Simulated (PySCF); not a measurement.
1,3-dichlorobuta-1,2-diene (C4H4Cl2), SMILES CC(Cl)=C=CCl.

The structure is a stationary point at B3LYP-D3(BJ)/def2-SVP.

Two levels are set side by side: TDDFT-PBE/def2-SVPD (PySCF) and TDDFT-M06-2X/def2-SVPD (PySCF). Vertical, same geometry. The lowest singlet is HOMO→LUMO 86 % with PBE and HOMO→LUMO 74 %, HOMO−1→LUMO+1 15 % with the other functional; states are paired by order. Differences are taken from unrounded values.

| quantity | TDDFT-PBE |
|---|---|
| lowest singlet excitation (eV) | 4.63 |
| lowest triplet excitation (TDA) (eV) | 3.88 |
| first bright state (f over 0.05) (eV) | 5.88 |
| its oscillator strength | 0.06 |

Task: These are the TDDFT-PBE values. What does TDDFT-M06-2X give? (The exact figures need the calculation; the answer reports its results.)

Result: 
| quantity | TDDFT-M06-2X | TDDFT-PBE minus TDDFT-M06-2X |
|---|---|---|
| lowest singlet excitation (eV) | 4.88 | -0.24 |
| lowest triplet excitation (TDA) (eV) | 4.27 | -0.39 |
| first bright state (f over 0.05) (eV) | 6.79 | -0.92 |
| its oscillator strength | 1.02 | -0.97 |

A lower first singlet is the usual sign of a functional without exact exchange. Differences between two approximate levels are no errors against the true value.

Rough cost on one machine, each run with all the roots and properties that it gave: TDDFT-M06-2X against TDDFT-PBE about 20 times.
